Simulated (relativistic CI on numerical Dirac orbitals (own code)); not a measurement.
**Radial parameters of Cs16+**

Calculated at this level of theory: Dirac-Coulomb-Breit CI, KLI orbitals optimised for each configuration, model QED, unscaled Slater integrals (own radial code, finite nucleus).

Slater integrals F^k, G^k are unscaled and averaged over j, outside the closed core [Ar] 3d10; ζ comes from projecting the Hamiltonian with its Breit term on Σ l·s of the shell.

- 4s²4p⁶4d³: F^2(4d,4d) = 140440, F^4(4d,4d) = 95137, ζ(4d) = 9574.2 cm⁻¹; <r>(4d) = 0.7232, <r^2>(4d) = 0.5974 (bohr units).
- 4s²4p⁵4d⁴: ζ(4p) = 86335, F^2(4d,4d) = 140480, F^4(4d,4d) = 95164, F^2(4p,4d) = 144880, G^1(4p,4d) = 183160, G^3(4p,4d) = 115980, ζ(4d) = 9546.2 cm⁻¹; <r>(4p) = 0.6856, <r^2>(4p) = 0.5309, <r>(4d) = 0.7228, <r^2>(4d) = 0.5968 (bohr units).
- 4s²4p⁶4d²4f: F^2(4d,4d) = 140440, F^4(4d,4d) = 95126, ζ(4d) = 9602.6, F^2(4d,4f) = 135870, F^4(4d,4f) = 89197, G^1(4d,4f) = 155650, G^3(4d,4f) = 102300, G^5(4d,4f) = 73747, ζ(4f) = 792.04 cm⁻¹; <r>(4d) = 0.7231, <r^2>(4d) = 0.5974, <r>(4f) = 0.7554, <r^2>(4f) = 0.6557 (bohr units).

(1) Give the Racah parameters of the d shell in 4s²4p⁶4d³.

Averages of the first 10 configurations, taken without configuration mixing, which lowers the lowest level and can move excited configurations by several eV; other configurations of the list can lie among them:

```
Configuration  Parity  States  Average energy above the lowest level (eV)
    4s²4p⁶4d³    even     120                                         8.5
    4s²4p⁵4d⁴     odd    1260                                       106.6
  4s²4p⁶4d²4f     odd     630                                       114.8
     4s4p⁶4d⁴    even     420                                       177.4
  4s²4p⁶4d²5s    even      90                                       133.0
  4s²4p⁶4d²5p     odd     270                                       158.5
   4s4p⁶4d³4f     odd    3360                                       282.5
 4s²4p⁶4d4f5s     odd     280                                       240.1
  4s²4p⁶4d²5d    even     450                                       196.8
 4s²4p⁶4d5s5p     odd     120                                       286.8
```

Results:

(1) B = F²/49 − 5F⁴/441 = 1787 cm⁻¹ and C = 35F⁴/441 = 7551 cm⁻¹.
